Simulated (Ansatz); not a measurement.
Reaction (cleavage of the Si–B bond): `B[SiH2]B` + HBr → `B[SiH2]Br` + BH₃

Isolated molecules relaxed with PBE0-D4/def2-TZVP in Ansatz; ΔE leaves out vibrations. CBS: MP2 limit from def2 TZ/QZ plus the TZ coupled-cluster correction, frozen cores. This one scheme is used for every species. Functionals use def2-TZVPP. B3LYP here is the variant with VWN-RPA as its local correlation; programs differ in this. HSE06 is defined as in plane-wave codes. For Br outer-core shells are correlated without core-valence functions, which leaves a few kJ/mol of doubt a bond. Scalar relativity is left out up to krypton.

CCSD(T)/CBS gives -103.2 kJ/mol.

Another level gave -98.6 kJ/mol. Which?
A. revPBE/def2-TZVPP
B. B3LYP/def2-TZVPP
C. LDA (SPW92)/def2-TZVPP
D. HSE06-D4/def2-TZVPP

B. B3LYP -98.6, revPBE -84.1, HSE06-D4 -93.3, LDA (SPW92) -73.8 kJ/mol.

What do rigid-rotor, harmonic-oscillator terms from PBE0-D4/def2-TZVP frequencies (298.15 K, 1 bar) make of the CCSD(T)/CBS value? (An estimate is asked.)

Computed: ΔZPE = +3.7 kJ/mol, ΔH = -100.0 kJ/mol, ΔS = 2 J/(mol·K), ΔG = -100.5 kJ/mol.

Largest T1 diagnostic among the species: 0.015.

From r2SCAN to r2SCAN0 (25 % exact exchange), in def2-TZVPP and without D4, ΔE moves by −6.9 kJ/mol. At CCSD(T), def2-SVP lies +14.9 kJ/mol from the extrapolated value and def2-TZVPP +5.1 kJ/mol. In def2-TZVPP, CCSD(T) changes the Hartree–Fock value by +27.0 kJ/mol (the triples alone add +3.0 kJ/mol) and MP2 by +14.2 kJ/mol.
